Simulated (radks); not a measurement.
Computed order of ionisation of lanthanum. At each step one electron was removed from each of the four highest sub-shells of the ion before, moves of one valence electron (up to charge 6) and the configuration listed by NIST were tried, and the lowest configuration was kept. Code: a radial shooting solver on a logarithmic mesh with Libxc functionals. Model: scalar-relativistic Kohn-Sham, r2SCAN, spin-polarised, spherical densities, finite nucleus; meta-GGA in the generalised Kohn-Sham scheme; Fermi nuclear charge, rms radius of each element as measured or else 0.836 A^(1/3) + 0.57 fm. Open shells are filled with parallel spins first.

| species | lowest configuration found | NIST configuration | margin to the next tried (eV) | IE (eV) | NIST IE (eV) | kind |
|---|---|---|---|---|---|---|
| La | [Xe] 5d2 6s1 | [Xe] 5d1 6s2 lies 0.285 eV higher | 0.285 | 5.555 | 5.577 | exp. |
| La+ | [Xe] 5d1 6s1 | [Xe] 5d2 lies 0.007 eV higher | 0.007 | 10.929 | 11.185 | exp. |
| La2+ | [Xe] 4f1 | [Xe] 5d1 lies 0.108 eV higher | 0.108 | 18.780 | 19.177 | exp. |
| La3+ | [Xe] | same | 18.947 | 51.013 | 50.0 | semi-emp. |
| La4+ | [Kr] 4d10 5s2 5p5 | same | 17.885 | 62.678 | 62 | semi-emp. |
| La5+ | [Kr] 4d10 5s2 5p4 | same | 18.471 | 74.338 | 74 | theory |
| La6+ | [Kr] 4d10 5s2 5p3 | same | 19.111 | 91.706 | 88 | theory |
| La7+ | [Kr] 4d10 5s2 5p2 | same | 13.834 | 104.85 | 105 | theory |
| La8+ | [Kr] 4d10 5s2 5p1 | same | 15.764 | 117.83 | 119 | theory |
| La9+ | [Kr] 4d10 5s2 | same | 18.281 | 151.99 | 151 | semi-emp. |
| La10+ | [Kr] 4d10 5s1 | same | 86.678 | 168.90 | 168.8 | semi-emp. |
| La11+ | [Kr] 4d10 | same | 89.042 | 278.30 | 275 | theory |
| La12+ | [Kr] 4d9 | same | 100.79 | 306.40 | 303 | theory |
| La13+ | [Kr] 4d8 | same | 101.62 | 335.04 | 332 | theory |

Reference values: NIST Atomic Spectra Database (exp. = measured, semi-emp. = semi-empirical, theory = theoretical value adopted there). Open shells are spherical and high-spin; term and fine-structure splittings are not resolved. Spin-orbit splitting is averaged out at the scalar-relativistic level. Tried without a valid solution: [Xe] 4f1 5d1 6s1; [Xe] 4f1 5d2; [Xe] 4f1 6s2.
